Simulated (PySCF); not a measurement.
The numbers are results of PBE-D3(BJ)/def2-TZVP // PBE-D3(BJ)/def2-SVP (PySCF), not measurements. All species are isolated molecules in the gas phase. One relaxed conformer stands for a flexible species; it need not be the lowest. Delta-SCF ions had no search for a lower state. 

Reference species (SMILES): `[F][GeH2][F]` (neutral, multiplicity 1).

```yaml
vertical ionisation energy (Delta-SCF): 12.02 eV
HOMO–LUMO gap: 7.45 eV
HOMO: -8.46 eV
```

After one change: the vertical ionisation energy (Delta-SCF) falls by 1.79 eV; the HOMO–LUMO gap drops by 2.38 eV; the HOMO increases by 1.17 eV.

Q: Name the change that produced these shifts. The new species is one of these.
A) `[F][GeH2][GeH2][GeH2][GeH2][F]`
B) `[F][GeH2][GeH2][GeH2][GeH2][GeH2][GeH2][GeH2][F]`
C) `[F][GeH2][GeH2][F]` (F–Ge–Ge–F torsion 177°)
D) `[F][GeH2][GeH2][GeH2][GeH2][GeH2][GeH2][GeH2][GeH2][GeH2][F]`

A: C, `[F][GeH2][GeH2][F]` (F–Ge–Ge–F torsion 177°)
